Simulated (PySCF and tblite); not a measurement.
Results of a calculation; reference values are marked as such.
C₅H₆F₃NO, numbered as in [CH3:1]/[CH:2]=[N:3]\[CH:4]=[CH:5]/[O:6][C:7]([F:8])([F:9])[F:10].

The ensemble was built from 150 distance-geometry starts (ETKDG and KDG, MMFF94s, GFN2-xTB) and rests on GFN2-xTB geometries. Energies: PBE0-D3(BJ)/pcSseg-1, with GFN2-xTB thermal terms (modes under about 100 cm⁻¹ blended into free rotors). Symmetry numbers and mirror images are counted. Conformers within 2.5 kcal/mol (GFN2-xTB free energy) were kept, 4 at most. Programs: PySCF with density fitting and tblite.

Rotational constants are equilibrium values for the commonest isotopes; dipoles come from the energy level named.

Torsions listed: C2–N3–C4–C5, C4–C5–O6–C7. Of a mirror pair one member is shown.

```csv
conformer,shape,symmetry,weight %
1,"58°, 142°",C1 (pair),100.0
2,"101°, 7°",C1 (pair),0.0
```

Sets of constants, in random order:

| set | A (MHz) | B (MHz) | C (MHz) | abs μa (D) | abs μb (D) | abs μc (D) |
| --- | --- | --- | --- | --- | --- | --- |
| P | 2456 | 790 | 714 | 2.29 | 0.34 | 1.46 |
| Q | 2222 | 1041 | 900 | 3.24 | 0.35 | 1.35 |

Match each set to its conformer.

P is conformer 1, Q is conformer 2.


Conformer gaps in pcSseg-1 on xTB geometries can be 2 kcal/mol off for S=O, P=O and other polar bonds.